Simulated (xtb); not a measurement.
C$_{4}$H$_{9}$Te, doublet, at a GFN2-xTB geometry; GFN1-xTB (xtb).

Input for xtb:
```
$ xtb mol.xyz --gfn 1 --uhf 1 --opt --json

# file mol.xyz
14

C     -0.66331377     1.14304183    -1.76050903
C     -0.21073518    -0.17142730    -1.14920207
C      1.07045161    -0.64728561    -1.81137420
C     -1.29892130    -1.22119765    -1.29127904
Te     0.18266326     0.14859156     0.99611745
H     -1.57485702     1.50051965    -1.28601586
H     -0.86423567     1.00858375    -2.82421059
H      0.10397129     1.90716723    -1.65453128
H      1.86180646     0.09198474    -1.70610261
H      1.41144430    -1.58320625    -1.37362790
H      0.89939701    -0.81258538    -2.87595200
H     -2.21928867    -0.89654247    -0.81027157
H     -0.99082253    -2.16508588    -0.84631228
H     -1.51079272    -1.39638410    -2.34689725
```

It wrote (shortened):

```
   ID    Z sym.   atoms
    1    6 C      1-4
    2   52 Te     5
    3    1 H      6-14

           -------------------------------------------------
          |                Calculation Setup                |
           -------------------------------------------------

           -------------------------------------------------
          |                 G F N 1 - x T B                 |
           -------------------------------------------------

          ...................................................
          :                      SETUP                      :
          :.................................................:
          :  # basis functions                  44          :
          :  # atomic orbitals                  43          :
          :  # shells                           29          :
          :  # electrons                        31          :
          :  # halogen bonds                     0          :
          :  max. iterations                   250          :
          :  Hamiltonian                  GFN1-xTB          :
          :  restarted?                      false          :
          :  GBSA solvation                  false          :
          :  PC potential                    false          :
          :  electronic temp.          300.0000000     K    :
          :  accuracy                    1.0000000          :
          :  -> integral cutoff          0.2500000E+02      :
          :  -> integral neglect         0.1000000E-07      :
          :  -> SCF convergence          0.1000000E-05 Eh   :
          :  -> wf. convergence          0.2000000E-04 e    :
          :  Broyden damping             0.4000000          :
          :  net charge                          0          :
          :  unpaired electrons                  1          :
          ...................................................

 iter      E             dE          RMSdq      gap      omega  full diag
   1    -17.2198096 -0.172198E+02  0.744E+00    4.29       0.0  T
   2    -17.2383634 -0.185538E-01  0.460E+00    4.00       1.0  T
   3    -17.2336212  0.474214E-02  0.874E-01    4.51       1.0  T
   4    -17.2409879 -0.736666E-02  0.214E-01    4.22       1.0  T
   5    -17.2411364 -0.148510E-03  0.152E-02    4.19       1.8  T
   6    -17.2411370 -0.611490E-06  0.176E-03    4.19      15.2  T
   7    -17.2411370 -0.204762E-07  0.144E-04    4.19     185.4  T
   8    -17.2411370 -0.707345E-11  0.558E-05    4.19     478.6  T

   *** convergence criteria satisfied after 8 iterations ***

         :::::::::::::::::::::::::::::::::::::::::::::::::::::
         ::                     SUMMARY                     ::
         :::::::::::::::::::::::::::::::::::::::::::::::::::::
         :: total energy             -17.052461424958 Eh    ::
         :: gradient norm              0.012949959015 Eh/a0 ::
         :: HOMO-LUMO gap              4.189192397605 eV    ::
         ::.................................................::
         :: SCC energy               -17.241137023334 Eh    ::
         :: -> electrostatic           0.000277774512 Eh    ::
         :: repulsion energy           0.194608656050 Eh    ::
         :: dispersion energy         -0.005933057674 Eh    ::
         :: halogen bond corr.         0.000000000000 Eh    ::
         :: add. restraining           0.000000000000 Eh    ::
         :: total charge              -0.000000000000 e     ::
         :::::::::::::::::::::::::::::::::::::::::::::::::::::

      -----------------------------------------------------------
     |                   =====================                   |
     |                        A N C O P T                        |
     |                   =====================                   |
     |               Approximate Normal Coordinate               |
     |                Rational Function Optimizer                |
      -----------------------------------------------------------
      -----------------------------------------------------------
     |                   =====================                   |
     |                        A N C O P T                        |
     |                   =====================                   |
     |               Approximate Normal Coordinate               |
     |                Rational Function Optimizer                |
      -----------------------------------------------------------

          ...................................................
          :                      SETUP                      :
          :.................................................:
          :   optimization level            normal          :
          :   max. optcycles                   200          :
          :   ANC micro-cycles                  20          :
          :   degrees of freedom                36          :
          :.................................................:
          :   RF solver                   davidson          :
          :   write xtbopt.log                true          :
          :   linear?                        false          :
          :   energy convergence         0.5000000E-05 Eh   :
          :   grad. convergence          0.1000000E-02 Eh/α :
          :   maxmium RF displ.          1.0000000          :
          :   Hlow (freq-cutoff)         0.1000000E-01      :
          :   Hmax (freq-cutoff)         5.0000000          :
          :   S6 in model hess.         20.0000000          :
          ...................................................

generating ANC from exact Hessian ...
Using Lindh-Hessian (1995)
 Shifting diagonal of input Hessian by    6.7006118645160529E-003
 Lowest  eigenvalues of input Hessian
    0.000000    0.000000    0.000000    0.000000    0.000000    0.000000
    0.010000    0.010000    0.013886    0.014388    0.014388    0.019218
    0.019218    0.020973    0.060796    0.065792    0.065792    0.067408
 Highest eigenvalues
[...]
 * total energy  :   -17.0524614 Eh     change       -0.6764367E-11 Eh
 * total energy  :   -17.0526014 Eh     change       -0.1400203E-03 Eh
 * total energy  :   -17.0527978 Eh     change       -0.1963258E-03 Eh
 * total energy  :   -17.0528010 Eh     change       -0.3221165E-05 Eh
   *** GEOMETRY OPTIMIZATION CONVERGED AFTER 4 ITERATIONS ***
[...]
         ::                     SUMMARY                     ::
         :::::::::::::::::::::::::::::::::::::::::::::::::::::
         :: total energy             -17.052800992266 Eh    ::
         :: gradient norm              0.000563892073 Eh/a0 ::
         :: HOMO-LUMO gap              4.302389839745 eV    ::
         ::.................................................::
         :: SCC energy               -17.238400444646 Eh    ::
         :: -> electrostatic           0.000287022968 Eh    ::
         :: repulsion energy           0.191532123929 Eh    ::
         :: dispersion energy         -0.005932671549 Eh    ::
         :: halogen bond corr.         0.000000000000 Eh    ::
         :: add. restraining           0.000000000000 Eh    ::
         :: total charge              -0.000000000000 e     ::
         :::::::::::::::::::::::::::::::::::::::::::::::::::::

           -------------------------------------------------
          |                Property Printout                |
           -------------------------------------------------

    * Orbital Energies and Occupations

         #    Occupation            Energy/Eh            Energy/eV
      -------------------------------------------------------------
         1        2.0000           -1.1119688             -30.2582
       ...           ...                  ...                  ...
         4        2.0000           -0.6281033             -17.0916
         5        2.0000           -0.5744317             -15.6311
         6        2.0000           -0.5448239             -14.8254
         7        2.0000           -0.5360609             -14.5870
         8        2.0000           -0.5360609             -14.5870
         9        2.0000           -0.5075690             -13.8117
        10        2.0000           -0.5075690             -13.8117
        11        2.0000           -0.4943539             -13.4521
        12        2.0000           -0.4704330             -12.8011
        13        2.0000           -0.4704330             -12.8011
        14        2.0000           -0.4244655             -11.5503
        15        1.5000           -0.3662340              -9.9657
        16        1.5000           -0.3662340              -9.9657 (HOMO)
        17                         -0.2081241              -5.6633 (LUMO)
        18                         -0.1187928              -3.2325
        19                         -0.1164076              -3.1676
        20                         -0.1164076              -3.1676
        21                         -0.0732021              -1.9919
        22                         -0.0685632              -1.8657
        23                         -0.0685632              -1.8657
        24                         -0.0460292              -1.2525
        25                         -0.0460292              -1.2525
        26                         -0.0298919              -0.8134
        27                         -0.0060828              -0.1655
       ...                                ...                  ...
        43                          0.4878784              13.2758
      -------------------------------------------------------------
                  HL-Gap            0.1581099 Eh            4.3024 eV
             Fermi-level           -0.3267065 Eh           -8.8901 eV

  Mulliken/CM5 charges         n(s)   n(p)   n(d)
     1C    -0.09505 -0.24321   1.016  3.079  0.000
     2C     0.02472 -0.01980   1.119  2.856  0.000
     3C    -0.09505 -0.24321   1.016  3.079  0.000
     4C    -0.09505 -0.24321   1.016  3.079  0.000
     5Te    0.02386  0.03751   1.993  4.026 -0.043
     6H     0.02464  0.07769   0.975  0.000  0.000
     7H     0.02957  0.08193   0.970  0.000  0.000
     8H     0.02464  0.07769   0.975  0.000  0.000
     9H     0.02464  0.07769   0.975  0.000  0.000
    10H     0.02464  0.07769   0.975  0.000  0.000
    11H     0.02957  0.08193   0.970  0.000  0.000
    12H     0.02464  0.07769   0.975  0.000  0.000
    13H     0.02464  0.07769   0.975  0.000  0.000
    14H     0.02957  0.08193   0.970  0.000  0.000

Wiberg/Mayer (AO) data.
largest (>0.10) Wiberg bond orders for each atom

 ---------------------------------------------------------------------------
     #   Z sym  total        # sym  WBO       # sym  WBO       # sym  WBO
 ---------------------------------------------------------------------------
     1   6 C    3.991 --     2 C    1.017     8 H    0.989     6 H    0.989
                             7 H    0.978
     2   6 C    3.975 --     4 C    1.017     3 C    1.017     1 C    1.017
                             5 Te   0.933
     3   6 C    3.991 --     2 C    1.017     9 H    0.989    10 H    0.989
                            11 H    0.978
     4   6 C    3.991 --     2 C    1.017    12 H    0.989    13 H    0.989
                            14 H    0.978
     5  52 Te   0.989 --     2 C    0.933
     6   1 H    1.012 --     1 C    0.989
     7   1 H    1.003 --     1 C    0.978
     8   1 H    1.012 --     1 C    0.989
     9   1 H    1.012 --     3 C    0.989
    10   1 H    1.012 --     3 C    0.989
    11   1 H    1.003 --     3 C    0.978
    12   1 H    1.012 --     4 C    0.989
    13   1 H    1.012 --     4 C    0.989
    14   1 H    1.003 --     4 C    0.978
 ---------------------------------------------------------------------------

Topologies differ in total number of bonds
Writing topology from bond orders to xtbtopo.mol

 dipole moment from electron density (au)
     X       Y       Z
  -0.0452  -0.0367  -0.2463  total (Debye):    0.643

optimized geometry written to: xtbopt.xyz

           -------------------------------------------------
          | TOTAL ENERGY              -17.052800992266 Eh   |
          | GRADIENT NORM               0.000563892073 Eh/α |
          | HOMO-LUMO GAP               4.302389839745 eV   |
           -------------------------------------------------
```
